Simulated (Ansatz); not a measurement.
Molecule: ZnBr2, charge 0, multiplicity 1. 
Coordinates optimised at B3LYP-D3(BJ)/def2-TZVP (Ansatz, a quantum-chemistry and plane-wave program):
```
Zn
Br 1 2.2411
Br 1 2.2411 2 180.00
```
Charge 0, spin multiplicity 1.

Total electronic energies in hartree. Correlated levels leave the core frozen unless marked. No spin-orbit coupling. The frozen core is the preceding noble-gas configuration, with the filled d and f shells of earlier blocks. Non-relativistic. Basis-set limits of correlation are two-point, X^-3; Hartree-Fock from the larger set. The bracket is a focal-point correction in the basis named.

```
level                                                                 program  energy (Eh)
-------------------------------------------------------------  --------------  -----------
HF/6-31G*                                                              Ansatz  -6921.84004
RI-HF/def2-QZVPP                                                       Ansatz  -6922.91499
BLYP-D3(BJ)/def2-TZVPD                                         Ansatz + dftd3  -6927.96990
revPBE-D4/def2-TZVPD                                           Ansatz + dftd4  -6927.26872
B97M-V/def2-TZVPD                                                      Ansatz  -6926.54495
PBE0/6-31G*                                                            Ansatz  -6926.05356
PBE0/def2-TZVP                                                         Ansatz  -6926.98518
LC-wPBE-D4/def2-TZVPD                                          Ansatz + dftd4  -6926.89008
B2GP-PLYP-D4/def2-TZVPD                                        Ansatz + dftd4  -6926.27983
MP2/6-31G*                                                             Ansatz  -6922.32116
RI-MP2/CBS(def2-TZVPP,def2-QZVPP)                                      Ansatz   -6923.8483
CCSD/def2-TZVPP                                                        Ansatz  -6923.56178
CCSD(T)/def2-SVPD                                                      Ansatz  -6922.46856
CCSD(T)/def2-TZVPPD                                                    Ansatz  -6923.59214
RI-MP2/CBS(def2-TZVPPD,def2-QZVPPD)+[CCSD(T)-MP2]/def2-TZVPPD          Ansatz   -6923.8574
```

Totals of different functionals don't rank their quality; only differences between species are comparable.
